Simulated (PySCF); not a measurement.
Ligand exchange on a metal centre used in film growth or etching (Ti F-H). Isolated molecules, 0 K electronic values unless said otherwise.

All values below come from TPSSh-D3(BJ)/def2-TZVP // BP86-D3(BJ)/def2-SVP (PySCF 2.14.0). All candidates: neutral, multiplicity 1. 

```json
{
 "LUMO": "-3.73 eV",
 "HOMO–LUMO gap": "7.65 eV",
 "HOMO": "-11.38 eV"
}
```

Say which member has these values.
A) [Ti(F)3(H)]
B) [Ti(F)4]
C) [Ti(F)2(H)2]
D) [Ti(H)4]

B, [Ti(F)4]. The others give [Ti(H)4]: -3.60 eV, 4.63 eV, -8.23 eV; [Ti(F)2(H)2]: -3.78 eV, 4.79 eV, -8.57 eV; [Ti(F)3(H)]: -3.66 eV, 5.31 eV, -8.97 eV
